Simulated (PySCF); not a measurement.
CH₄OSSn, neutral, multiplicity 1. Atoms are numbered in the order given.

```xyz
8

Sn     0.3521    -0.0236     0.6912
O     -1.2691    -1.0854     0.1761
C     -1.9441    -1.0812    -1.0547
H     -2.3528    -0.0835    -1.3089
H     -1.2915    -1.3863    -1.8963
H     -2.7902    -1.7900    -1.0110
S      0.5619     1.1127    -1.5187
H      1.6570     1.8072    -1.1265
```

Geometry optimised at B3LYP-D3(BJ)/def2-SVP. The structure was generated by enumeration; whether it is a known compound was not checked. The def2 effective core potentials stand for the cores of Sn; spin–orbit coupling is left out. The values are those of a single conformer.

These are TDA-CAM-B3LYP/def2-SVPD run with PySCF values and carry that method's errors.

Vertical excitations. 

```csv
state,energy (eV),λ (nm),f,main pairs
S1,4.00,310,0.036,HOMO→LUMO 97 %
S2,4.45,278,0.022,HOMO−1→LUMO 89 %
S3,4.55,273,0.011,HOMO−3→LUMO 97 %
S4,5.09,244,0.035,HOMO−2→LUMO 90 %
S5,5.68,218,0.023,HOMO−1→LUMO+1 94 %
S6,6.06,205,0.158,"HOMO→LUMO+1 59 %, HOMO→LUMO+2 29 %"
S7,6.24,199,0.008,HOMO−1→LUMO+2 63 %
S8,6.31,196,0.005,"HOMO−2→LUMO+1 47 %, HOMO−1→LUMO+3 37 %"
S9,6.51,190,0.029,"HOMO−2→LUMO+1 40 %, HOMO−1→LUMO+3 40 %, HOMO−1→LUMO+2 10 %"
S10,6.52,190,0.136,HOMO−3→LUMO+1 76 %
T1,2.99,414,0,HOMO→LUMO 96 %
T2,3.67,338,0,HOMO−1→LUMO 98 %
T3,4.13,300,0,HOMO−2→LUMO 96 %
T4,4.31,287,0,HOMO−3→LUMO 95 %
```
Triplets are in the Tamm–Dancoff approximation.
